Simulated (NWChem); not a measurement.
System: C4H4F2; SMILES C=C(F)/C=C\F

Here is an NWChem input.

```
start job
memory heap 200 mb stack 900 mb global 1100 mb
geometry units angstroms noautosym nocenter noautoz
  C      0.331509     2.234875     0.000000
  C      0.006438     0.937253     0.000000
  F     -1.278692     0.580030     0.000000
  C      0.952527    -0.164906     0.000000
  C      0.681149    -1.475034     0.000000
  F     -0.536600    -1.986856     0.000000
  H     -0.447457     2.998146     0.000000
  H      1.377599     2.539524     0.000000
  H      2.009925     0.105904     0.000000
  H      1.461434    -2.242142     0.000000
end
basis spherical
  * library def2-svp
end
dft
  xc pbe0
  iterations 150
end
cosmo
  do_cosmo_smd true
  solvent toluene
end
task dft energy
```

Output (shortened):

```
             Northwest Computational Chemistry Package (NWChem) 7.3.0
             --------------------------------------------------------

                             Geometry "geometry" -> ""
                             -------------------------

 Output coordinates in angstroms (scale by  1.889725989 to convert to a.u.)

  No.       Tag          Charge          X              Y              Z
 ---- ---------------- ---------- -------------- -------------- --------------
    1 C                    6.0000     0.33150900     2.23487500     0.00000000
    2 C                    6.0000     0.00643800     0.93725300     0.00000000
    3 F                    9.0000    -1.27869200     0.58003000     0.00000000
    4 C                    6.0000     0.95252700    -0.16490600     0.00000000
    5 C                    6.0000     0.68114900    -1.47503400     0.00000000
    6 F                    9.0000    -0.53660000    -1.98685600     0.00000000
    7 H                    1.0000    -0.44745700     2.99814600     0.00000000
    8 H                    1.0000     1.37759900     2.53952400     0.00000000
    9 H                    1.0000     2.00992500     0.10590400     0.00000000
   10 H                    1.0000     1.46143400    -2.24214200     0.00000000

 Effective nuclear repulsion energy (a.u.)     222.2473731658

                                 NWChem DFT Module
                                 -----------------

 Summary of "ao basis" -> "ao basis" (spherical)
 ------------------------------------------------------------------------------
       Tag                 Description            Shells   Functions and Types
 ---------------- ------------------------------  ------  ---------------------
 C                          def2-svp                 6       14   3s2p1d
 F                          def2-svp                 6       14   3s2p1d
 H                          def2-svp                 3        5   2s1p

 in cosmo_initialize ...
 calling solv_data for solv:toluene

 solvent parameters
 solvname_short: toluene
 solvname_long:  toluene
 dielec:        2.3741
 dielecinf:     2.2383
 nonaqueous SMD model solvent descriptors
 dielec:        2.3741
 sola:          0.0000
 solb:          0.1400
 solc:          0.8570
 solg:         40.2000
 solh:          0.0000
 soln:          1.4961

          ---------------
          -cosmo- solvent
          ---------------
 Cosmo: York-Karplus, doi: 10.1021/jp992097l
 dielectric constant -eps-     =   2.37
 screen = (eps-1)/(eps    )    =   0.57879
 surface charge correction     = lagrangian

   van der Waals surface
 --------------------------

 ---------- ATOMIC COORDINATES (A.U.) ------------ VDWR(ANG.) --
     1    0.62646117    4.22330137    0.00000000     1.850
     2    0.01216606    1.77115135    0.00000000     1.850
     3   -2.41637750    1.09609777    0.00000000     1.730
     4    1.80001503   -0.31162715    0.00000000     1.850
     5    1.28718497   -2.78741008    0.00000000     1.850
     6   -1.01402697   -3.75461342    0.00000000     1.730
     7   -0.84557112    5.66567441    0.00000000     1.200
     8    2.60328463    4.79900450    0.00000000     1.200
     9    3.79820751    0.20012954    0.00000000     1.200
    10    2.76170981   -4.23703401    0.00000000     1.200
 number of segments per atom =        128
 number of   points per atom =        128
 atom (   nspa,  nppa )
 ----------------------
    1 (     68,     0 )       0
    2 (     30,     0 )       0
    3 (     76,     0 )       0
    4 (     46,     0 )       0
    5 (     52,     0 )       0
    6 (     80,     0 )       0
    7 (     56,     0 )       0
    8 (     52,     0 )       0
    9 (     52,     0 )       0
   10 (     56,     0 )       0
 number of -cosmo- surface points =      568
 molecular surface =    117.245 angstrom**2
 molecular volume  =     96.416 angstrom**3
 -lineq- algorithm             =   0
 -bem- low  level              =   3
 -bem- from -octahedral-
 gaussian surface charge width =   4.50000
 degree of switching           =   1.00000
 switching function tolerance  =   0.00010
 atomic radii =
 --------------
    1  6.000  1.850
    2  6.000  1.850
    3  9.000  1.730
    4  6.000  1.850
    5  6.000  1.850
    6  9.000  1.730
    7  1.000  1.200
    8  1.000  1.200
    9  1.000  1.200
   10  1.000  1.200
 ...... end of -cosmo- initialization ......

 nat:                    10
 ixmem:                  5529
 calling mnsol_interface()
 G(SMD-CDS) energy (kcal/mol)  =     0.004
 SMD-CDS SASA (angstrom**2)    =   140.444

            General Information
            -------------------
          SCF calculation type: DFT
          Wavefunction type:  closed shell.
          No. of atoms     :    10
          No. of electrons :    46
           Alpha electrons :    23
            Beta electrons :    23
          Charge           :     0
          Spin multiplicity:     1
          Use of symmetry is: off; symmetry adaption is: off
          Maximum number of iterations: 150
          AO basis - number of functions:   104
                     number of shells:    48
          Convergence on energy requested:  1.00D-06
          Convergence on density requested:  1.00D-05
          Convergence on gradient requested:  5.00D-04

              XC Information
              --------------
                         PBE0 Method XC Functional
                     Hartree-Fock (Exact) Exchange  0.250
          PerdewBurkeErnzerhof Exchange Functional  0.750
            Perdew 1991 LDA Correlation Functional  1.000 local
           PerdewBurkeErnz. Correlation Functional  1.000 non-local

             Grid Information
             ----------------
          Grid used for XC integration:  medium
          Radial quadrature: Mura-Knowles
          Angular quadrature: Lebedev.
          Tag              B.-S. Rad. Rad. Pts. Rad. Cut. Ang. Pts.
          ---              ---------- --------- --------- ---------
          C                   0.70       49          12.0       434
          F                   0.50       49          12.0       434
          H                   0.35       45          13.0       434
          Grid pruning is: on
          Number of quadrature shells:   474
          Spatial weights used:  Erf1

      Superposition of Atomic Density Guess
      -------------------------------------

 Sum of atomic energies:        -351.08138089

      Non-variational initial energy
      ------------------------------

 Total energy =    -354.002797
 1-e energy   =    -923.197706
 2-e energy   =     346.947536
 HOMO         =      -0.249905
 LUMO         =      -0.007873

   convergence    iter        energy       DeltaE   RMS-Dens  Diis-err
 ---------------- ----- ----------------- --------- --------- ---------
     COSMO gas phase
 d= 0,ls=0.0,diis     1   -353.7180497218 -5.76D+02  1.41D-02  8.50D-01
 d= 0,ls=0.0,diis     2   -353.6886109898  2.94D-02  7.73D-03  1.25D+00
 d= 0,ls=0.0,diis     3   -353.8147524816 -1.26D-01  2.01D-03  3.85D-02
 d= 0,ls=0.0,diis     4   -353.8181971587 -3.44D-03  8.77D-04  1.28D-02
 d= 0,ls=0.0,diis     5   -353.8198143929 -1.62D-03  1.72D-04  6.30D-04
  Resetting Diis
 d= 0,ls=0.0,diis     6   -353.8198634644 -4.91D-05  5.82D-05  3.99D-05
 d= 0,ls=0.0,diis     7   -353.8198678185 -4.35D-06  3.75D-05  3.87D-06
 d= 0,ls=0.0,diis     8   -353.8198669571  8.61D-07  2.34D-05  1.12D-05
 d= 0,ls=0.0,diis     9   -353.8198683063 -1.35D-06  1.52D-06  4.30D-08
 d= 0,ls=0.0,diis    10   -353.8198683102 -3.91D-09  6.13D-07  5.30D-09

   convergence    iter        energy       DeltaE   RMS-Dens  Diis-err
 ---------------- ----- ----------------- --------- --------- ---------
     COSMO solvation phase
 d= 0,ls=0.0,diis     1   -353.8236379318 -3.77D-03  1.06D-03  1.30D-03
 d= 0,ls=0.0,diis     2   -353.8239287410 -2.91D-04  3.10D-04  6.40D-04
 d= 0,ls=0.0,diis     3   -353.8239829351 -5.42D-05  7.46D-05  1.46D-04
 d= 0,ls=0.0,diis     4   -353.8239947029 -1.18D-05  2.70D-05  9.02D-06
 d= 0,ls=0.0,diis     5   -353.8239956963 -9.93D-07  8.60D-06  1.08D-06

         Total DFT energy =     -353.823995696279
      One electron energy =     -926.922100531418
           Coulomb energy =      394.377239509544
    Exchange-Corr. energy =      -43.663374761051
 Nuclear repulsion energy =      222.247373165770

             COSMO energy =        0.136866920875

 Numeric. integr. density =       45.999999899662

                                COSMO-SMD solvation results
                                ---------------------------

             internal energy in gas <Psi(g)|H|Psi(g)> =      -353.819868310231
         internal energy in solvent <Psi(s)|H|Psi(s)> =      -353.819468316636
                               delta internal energy  =         0.000399993595 (    0.25 kcal/mol)
   total free energy in solvent <Psi(s)|H+V/2|Psi(s)> =      -353.824001879130
 polarization energy contribution <Psi(s)|V/2|Psi(s)> =        -0.004533562494 (   -2.84 kcal/mol)
    total free energy in solvent including G(SMD-CDS) =      -353.823995696279
                       G(SMD-CDS) energy contribution =         0.000006182850 (    0.00 kcal/mol)
     1 M fixed-concentration free energy of solvation =        -0.004127386048 (   -2.59 kcal/mol)

                       DFT Final Molecular Orbital Analysis
                       ------------------------------------

 Vector   21  Occ=2.000000D+00  E=-3.758919D-01
              MO Center= -5.1D-02, -3.4D-01,  2.6D-10, r^2= 3.7D+00
   Bfn.  Coefficient  Atom+Function         Bfn.  Coefficient  Atom+Function
  ----- ------------  ---------------      ----- ------------  ---------------
    33      0.343469   3 F  py               75      0.280783   6 F  py
    19      0.236716   2 C  py               47     -0.235723   4 C  py
    36     -0.230264   3 F  py              100     -0.226447  10 H  s
    61      0.202793   5 C  py                5     -0.192317   1 C  py
    74     -0.190075   6 F  px               78     -0.190806   6 F  py

 Vector   22  Occ=2.000000D+00  E=-3.286812D-01
              MO Center=  2.6D-01,  1.9D-01,  4.0D-10, r^2= 2.8D+00
   Bfn.  Coefficient  Atom+Function         Bfn.  Coefficient  Atom+Function
  ----- ------------  ---------------      ----- ------------  ---------------
    48      0.344417   4 C  pz               34      0.288121   3 F  pz
    20      0.270253   2 C  pz               51      0.251810   4 C  pz
    37     -0.217018   3 F  pz               62      0.210232   5 C  pz
     6      0.203324   1 C  pz               76      0.198629   6 F  pz
    79     -0.151153   6 F  pz                9      0.142670   1 C  pz

 Vector   23  Occ=2.000000D+00  E=-2.488617D-01
              MO Center=  3.7D-01,  5.5D-01,  1.2D-10, r^2= 3.8D+00
   Bfn.  Coefficient  Atom+Function         Bfn.  Coefficient  Atom+Function
  ----- ------------  ---------------      ----- ------------  ---------------
     6      0.367221   1 C  pz               62     -0.305067   5 C  pz
     9      0.289544   1 C  pz               20      0.243459   2 C  pz
    48     -0.241191   4 C  pz               65     -0.199406   5 C  pz
    76     -0.196438   6 F  pz               51     -0.188119   4 C  pz
    79      0.162185   6 F  pz               23      0.153708   2 C  pz

 Vector   24  Occ=0.000000D+00  E=-3.183238D-02
              MO Center=  4.7D-01,  2.3D-01, -2.3D-09, r^2= 4.0D+00
   Bfn.  Coefficient  Atom+Function         Bfn.  Coefficient  Atom+Function
  ----- ------------  ---------------      ----- ------------  ---------------
    65      0.451428   5 C  pz                9      0.434433   1 C  pz
    62      0.411138   5 C  pz                6      0.331057   1 C  pz
    51     -0.305472   4 C  pz               23     -0.295546   2 C  pz
    20     -0.276036   2 C  pz               48     -0.243063   4 C  pz
    76      0.166900   6 F  pz               79     -0.165596   6 F  pz

 Vector   25  Occ=0.000000D+00  E= 7.504501D-02
              MO Center=  1.7D+00,  3.5D-02, -3.1D-09, r^2= 5.4D+00
   Bfn.  Coefficient  Atom+Function         Bfn.  Coefficient  Atom+Function
  ----- ------------  ---------------      ----- ------------  ---------------
    96      1.234274   9 H  s               101      0.889435  10 H  s
    91      0.832181   8 H  s                59     -0.715801   5 C  s
     3     -0.576758   1 C  s                49     -0.554558   4 C  px
    45     -0.439254   4 C  s                63     -0.437339   5 C  px
     7     -0.371387   1 C  px               50     -0.284287   4 C  py

 Vector   26  Occ=0.000000D+00  E= 8.943594D-02
              MO Center=  4.7D-01,  4.1D-01, -6.3D-09, r^2= 3.3D+00
   Bfn.  Coefficient  Atom+Function         Bfn.  Coefficient  Atom+Function
  ----- ------------  ---------------      ----- ------------  ---------------
    51     -0.690923   4 C  pz               23      0.683443   2 C  pz
     9     -0.487138   1 C  pz               20      0.474565   2 C  pz
    65      0.463068   5 C  pz               48     -0.369564   4 C  pz
    62      0.269908   5 C  pz                6     -0.203631   1 C  pz
    37     -0.171976   3 F  pz               34      0.159640   3 F  pz

     Multipole analysis of the density
     ---------------------------------

     L   x y z        total         alpha         beta         nuclear
     -   - - -        -----         -----         ----         -------
     0   0 0 0     -0.000000    -23.000000    -23.000000     46.000000

     1   1 0 0      1.094859      0.647953      0.647953     -0.201046
     1   0 1 0      0.066838      0.096606      0.096606     -0.126374
     1   0 0 1      0.000000      0.000000      0.000000      0.000000

     2   2 0 0    -23.246700    -73.166693    -73.166693    123.086686
     2   1 1 0     -1.482280      0.108872      0.108872     -1.700023
     2   1 0 1     -0.000000     -0.000000     -0.000000      0.000000
     2   0 2 0    -22.193397   -203.021648   -203.021648    383.849898
     2   0 1 1     -0.000000     -0.000000     -0.000000      0.000000
     2   0 0 2    -26.306213    -13.153106    -13.153106      0.000000
```

Level: PBE0/def2-SVP, SMD on the gas-phase geometry. All runs use the structure optimised with PBE0/def2-SVP. Solvent: toluene.
